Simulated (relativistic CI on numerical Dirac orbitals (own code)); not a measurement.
**Br³⁴⁺: sensitivity of the levels to the model**

Base calculation: Dirac-Coulomb-Breit CI, KLI orbitals optimised for each configuration, model QED (radiative potential, 1s self-energy scaled to tabulated hydrogen-like ionisation energies).

CI space: 1s, 2s, 2p, 3s, 3p, 3d, 4s, 4p, 4d, 4f, 5s, 5p, 5d, 5f, 5g, 6s, 6p, 6d. Levels of other configurations are missing.

Variants: (1) QED terms removed; (2) non-relativistic limit. Shifts of the energy above 1s 2S_1/2, in eV, for the lowest level and the first level of each name with at least 55 % of one term (blank where a level changes its place among those of its configuration and J or its character, or is not in the variant):

```
     Level     Base   Δ(1)    Δ(2)
 1s 2S_1/2      0.0    0.0     0.0
2p 2P°_1/2  12682.5  +10.5  -182.5
 2s 2S_1/2  12684.1   +8.9  -184.1
2p 2P°_3/2  12753.5  +10.4  -253.5
3p 2P°_1/2  15054.1  +10.5  -239.3
 3s 2S_1/2  15054.6  +10.0  -239.8
 3d 2D_3/2  15075.1  +10.5  -260.3
3p 2P°_3/2  15075.2  +10.5  -260.3
 3d 2D_5/2  15081.9  +10.5  -267.1
4p 2P°_1/2  15881.3  +10.5  -256.3
 4s 2S_1/2  15881.5  +10.3  -256.4
 4d 2D_3/2  15890.1  +10.5  -265.1
4p 2P°_3/2  15890.1  +10.5  -265.1
4f 2F°_5/2  15893.0  +10.5  -268.0
 4d 2D_5/2  15893.0  +10.5  -268.0
4f 2F°_7/2  15894.4  +10.5  -269.4
5p 2P°_1/2  16262.9  +10.5  -262.9
 5s 2S_1/2  16263.0  +10.4  -263.0
 5d 2D_3/2  16267.4  +10.5  -267.4
5p 2P°_3/2  16267.4  +10.5  -267.4
5f 2F°_5/2  16268.9  +10.5  -268.9
 5d 2D_5/2  16268.9  +10.5  -268.9
```
